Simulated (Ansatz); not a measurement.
Consider the ligand exchange at the Si–Br bond: `C[SiH](N)Br` + H₂S → `C[SiH](N)S` + HBr.

Calculated with Ansatz (gas phase, PBE0-D4/def2-TZVP geometries, no zero-point term in ΔE). CCSD(T)/CBS adds triple-zeta CCSD(T) − MP2 to the extrapolated MP2 energy (def2 sets, frozen cores). This one scheme is used for every species. Functionals use def2-TZVPP. B3LYP here is the variant with VWN-RPA as its local correlation; programs differ in this. For Br outer-core shells are correlated without core-valence functions, which leaves a few kJ/mol of doubt a bond. Scalar relativity is left out up to krypton. One conformer a species, not always the lowest.

(1) Is it downhill or uphill in electronic energy at CCSD(T)/CBS, and by how much? (An estimate is asked.)

(2) What do these levels give: PBE-D4, r2SCAN-D4, B3LYP-D4, r2SCAN, PBE0, B3LYP, HF/def2-TZVPP, SCS-MP2/def2-TZVPP, CCSD/def2-TZVPP, MP2/def2-QZVPP, SCS-MP2/def2-QZVPP, CCSD/CBS(def2)? (Estimate.)

Largest T1 diagnostic among the species: 0.010.

Answers

(1) The calculation gave: Uphill: ΔE = +0.50 eV.

(2) Ansatz gave: PBE-D4 0.45, r2SCAN-D4 0.48, B3LYP-D4 0.48, r2SCAN 0.49, PBE0 0.48, B3LYP 0.50, HF/def2-TZVPP 0.57, SCS-MP2/def2-TZVPP 0.50, CCSD/def2-TZVPP 0.49, MP2/def2-QZVPP 0.51, SCS-MP2/def2-QZVPP 0.51, CCSD/CBS(def2) 0.51 eV.

In def2-TZVPP, CCSD(T) changes the Hartree–Fock value by −0.09 eV (the triples alone add −0.01 eV) and MP2 by −0.08 eV.
